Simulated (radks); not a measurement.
The numbers below are computed, except where a source is named.
Question: Ionisation ladder of thulium, from Tm XXIII to Tm XLIV. Each ion is in the ground configuration listed by NIST, and IE = E(next ion) - E(this ion). Level of theory: scalar-relativistic Kohn-Sham, BLYP, spin-polarised, spherical densities, finite nucleus; open shells are filled with parallel spins first (spin-orbit coupling, left out, can overturn this in heavy ions); Fermi nuclear charge, rms radius 5.2256 fm (a radial shooting solver on a logarithmic mesh with Libxc functionals).

species         configuration  IE, Delta-SCF (eV)  -e(HOMO) (eV)     HOMO  <r> HOMO (bohr)
Tm XXIII        [Kr] 4d10 4f1              610.04         588.59    4f up            0.509
Tm XXIV             [Kr] 4d10                   ?         808.50       4d            0.507
Tm XXV               [Kr] 4d9              872.64         851.40  4d down            0.502
Tm XXVI              [Kr] 4d8              916.27         894.81  4d down            0.498
Tm XXVII             [Kr] 4d7              960.35         938.68  4d down            0.493
Tm XXVIII            [Kr] 4d6              1004.8         982.98  4d down            0.488
Tm XXIX              [Kr] 4d5              1061.8         1039.2    4d up            0.483
Tm XXX               [Kr] 4d4                   ?         1085.5    4d up            0.479
Tm XXXI              [Kr] 4d3              1155.3         1132.2    4d up            0.475
Tm XXXII             [Kr] 4d2              1202.7         1179.4    4d up            0.470
Tm XXXIII            [Kr] 4d1              1250.4         1227.0    4d up            0.466
Tm XXXIV                 [Kr]              1463.0         1439.9       4p            0.462
Tm XXXV     [Ar] 3d10 4s2 4p5              1510.7         1487.7  4p down            0.459
Tm XXXVI    [Ar] 3d10 4s2 4p4                   ?         1535.2  4p down            0.456
Tm XXXVII   [Ar] 3d10 4s2 4p3                   ?         1595.4    4p up            0.453
Tm XXXVIII  [Ar] 3d10 4s2 4p2              1668.7         1644.8    4p up            0.450
Tm XXXIX    [Ar] 3d10 4s2 4p1              1717.4         1693.9    4p up            0.447
Tm XL           [Ar] 3d10 4s2              1899.7         1876.5       4s            0.435
Tm XLI          [Ar] 3d10 4s1              1955.7         1931.8    4s up            0.432
Tm XLII             [Ar] 3d10              3317.5         3262.0       3d            0.194
Tm XLIII             [Ar] 3d9              3432.3         3376.2  3d down            0.192
Tm XLIV              [Ar] 3d8              3548.1         3491.6  3d down            0.190

Estimate the withheld Delta-SCF values.

Answer: Tm XXIV: 829.50 eV (NIST 825); Tm XXX: 1108.3 eV (NIST 1110); Tm XXXVI: 1558.1 eV (NIST 1542); Tm XXXVII: 1619.4 eV (NIST 1591).
